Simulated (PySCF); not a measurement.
CH3Si, SMILES C=[SiH], multiplicity 2. Geometry optimised at PBE0-D3(BJ)/def2-TZVP. The isomer is the one that the SMILES or the coordinates give; other isomers of the formula were not compared.

The numbers are results of PBE0-D3(BJ)/def2-TZVP run with PySCF 2.14.0, not measurements.

Harmonic wavenumbers (cm⁻¹): 407, 506, 744, 825, 973, 1357, 2149, 3144, 3252. Rotational constants (GHz): 157.5, 15.60, 14.19; symmetry number 1.

Work out the zero-point energy and the ideal-gas rigid-rotor harmonic-oscillator thermochemistry at 298.15 K and 1 atm.

ZPE = ½ Σ hcν = ½ × 13356 cm⁻¹ = 19.09 kcal/mol. H − E(el) = 21.93 kcal/mol. Entropy in cal/(mol K): translation 37.21, rotation 19.76, vibration 2.15, spin 1.38, total 60.50. G − E(el) = 3.89 kcal/mol. Cp = 12.54 cal/(mol K).
